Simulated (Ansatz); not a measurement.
A series at Ge: from GeH₄, ligands are replaced one by one, each step taking up H₂O and setting free H₂; n counts the steps. Ansatz, PBE0-D4/def2-TZVP geometries. Each molecule was computed in one conformer, which needn't be the lowest.

CBS adds triple-zeta CCSD(T) − MP2 to the MP2 limit, frozen cores; atoms without spin–orbit coupling. Outer-core shells of Ge are correlated without core-valence functions. Scalar relativity is left out up to krypton. Spin–orbit coupling is left out.

```json
{"n": "0", "molecule": "GeH₄", "atomization energy, CCSD(T)/CBS (kJ/mol)": "1251.4"}
{"n": "1", "molecule": "`[OH][GeH3]`", "atomization energy, CCSD(T)/CBS (kJ/mol)": "1766.0"}
{"n": "2", "molecule": "`[OH][GeH2][OH]`", "atomization energy, CCSD(T)/CBS (kJ/mol)": "2304.8"}
{"n": "3", "molecule": "`[OH][GeH]([OH])[OH]`", "atomization energy, CCSD(T)/CBS (kJ/mol)": "2857.6"}
{"n": "4", "molecule": "`[OH][Ge]([OH])([OH])[OH]`", "atomization energy, CCSD(T)/CBS (kJ/mol)": "?"}
```

By hand: fit a straight line y = ȳ + b (n − n̄) to the 4 given rows and predict n = 4.

n̄ = 1.500, ȳ = 2044.95; Σ(n − n̄)(y − ȳ) = 2678.70, Σ(n − n̄)² = 5.000, so b = 535.74 kJ/mol a step. Prediction: 2044.95 + (535.74) × (2.500) = 3384.3 kJ/mol.

By hand: compare with the computed value, 3404.6 kJ/mol, and give the steps along the whole series.

The line misses by 20.3 kJ/mol (computed minus predicted). Steps: 514.6, 538.8, 552.8, 547.0 kJ/mol.

The steps differ by up to 38.2 kJ/mol, small against a whole step but well beyond the method's doubt, so the ligands' effects don't simply add. The miss is 0.9 % of the series' range. The energies themselves are unsure by some kJ/mol a bond, though much of that is common to the series.
